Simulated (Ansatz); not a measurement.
Species: GaF3, charge 0, singlet. GaF3 (SMILES [F][Ga]([F])[F]).
B3LYP-D3(BJ)/def2-TZVP minimum from Ansatz (a program for electronic structure):
```
Ga
F 1 1.7337
F 1 1.7337 2 120.00
F 1 1.7337 2 120.00 3 -180.00
```
Charge 0, spin multiplicity 1.

Total energies in cc-pVDZ, 24 correlated electrons, 17 frozen orbitals. UHF or UKS for unpaired electrons; spin-orbit terms are left out. Cores are frozen in correlated methods (noble-gas shells, and filled d and f shells in the p block). No relativity.

```json
[
 {"method": "HF", "program": "Ansatz", "energy (Eh)": "-2221.66258", "minus CCSDT(Q) (mEh)": "646.37"},
 {"method": "MP2", "program": "Ansatz", "energy (Eh)": "-2222.29606", "minus CCSDT(Q) (mEh)": "12.89"},
 {"method": "CCSD", "program": "Ansatz", "energy (Eh)": "-2222.29634", "minus CCSDT(Q) (mEh)": "12.61"},
 {"method": "CCSD(T)", "program": "Ansatz", "energy (Eh)": "-2222.30667", "minus CCSDT(Q) (mEh)": "2.28"},
 {"method": "CCSDT(Q)", "program": "Ansatz", "energy (Eh)": "-2222.30895", "minus CCSDT(Q) (mEh)": "0.00"}
]
```

Rough core times of Ansatz's runs on a shared machine: CCSD(T) under 20 s, CCSDT(Q) 3 min.
